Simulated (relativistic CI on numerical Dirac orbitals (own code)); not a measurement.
## Ligand-field terms of d7

Computed with a parametric ligand-field model of a d^n configuration (Racah B and C, spin-orbit zeta, crystal field), exact diagonalisation.

Field parameters in Wybourne normalisation: Oh B⁴₀ = 21Dq, B⁴₄ = √(5/14) B⁴₀. The field is a parameter set, without covalency.

Problem. Ground term and bands for B = 350, C = 1310, ζ = 0 cm⁻¹, Oh, 10Dq = 1750 cm⁻¹?

Solution. Ground term 4T1 with 2.12 electrons in the two orbitals of the cubic e set. Spin-allowed: 4T2 1477 cm⁻¹, 4A2 3227 cm⁻¹ (3099 nm), 4T1 6454 cm⁻¹ (1550 nm). Lowest spin-forbidden: 2E 4564 cm⁻¹ (2191 nm), 2T2 5784 cm⁻¹ (1729 nm), 2T1 5799 cm⁻¹ (1724 nm).

Problem. Ground term and bands for B = 350, C = 1310, ζ = 0 cm⁻¹, Oh, 10Dq = 3850 cm⁻¹?

Solution. Ground term 4T1 with 2.07 electrons in the two orbitals of the cubic e set. Spin-allowed: 4T2 3382 cm⁻¹ (2957 nm), 4A2 7232 cm⁻¹ (1383 nm), 4T1 8163 cm⁻¹ (1225 nm). Lowest spin-forbidden: 2E 2580 cm⁻¹, 2T1 5766 cm⁻¹ (1734 nm), 2T2 5898 cm⁻¹ (1695 nm).

Problem. Ground term and bands for B = 350, C = 1310, ζ = 0 cm⁻¹, Oh, 10Dq = 1050 cm⁻¹?

Solution. Ground term 4T1 with 2.15 electrons in the two orbitals of the cubic e set. Spin-allowed: 4T2 870 cm⁻¹, 4A2 1920 cm⁻¹, 4T1 5940 cm⁻¹ (1684 nm). Lowest spin-forbidden: 2E 5133 cm⁻¹ (1948 nm), 2T2 5664 cm⁻¹ (1766 nm), 2T1 5739 cm⁻¹ (1742 nm).

Problem. Ground term and bands for B = 350, C = 1310, ζ = 0 cm⁻¹, Oh, 10Dq = 8750 cm⁻¹?

Solution. Ground term 2E with 1.04 electrons in the two orbitals of the cubic e set. Spin-allowed: 2T1 7876 cm⁻¹ (1270 nm), 2T2 8127 cm⁻¹ (1230 nm), 2T1 10144 cm⁻¹ (986 nm), 2T2 14581 cm⁻¹ (686 nm). Lowest spin-forbidden: 4T1 2250 cm⁻¹, 4T2 10310 cm⁻¹ (970 nm), 4T1 14869 cm⁻¹ (673 nm).

Problem. Ground term and bands for B = 350, C = 1310, ζ = 0 cm⁻¹, Oh, 10Dq = 5250 cm⁻¹?

Solution. Ground term 4T1 with 2.05 electrons in the two orbitals of the cubic e set. Spin-allowed: 4T2 4696 cm⁻¹ (2130 nm), 4T1 9391 cm⁻¹ (1065 nm), 4A2 9946 cm⁻¹ (1005 nm). Lowest spin-forbidden: 2E 1210 cm⁻¹, 2T1 5719 cm⁻¹ (1749 nm), 2T2 5903 cm⁻¹ (1694 nm).
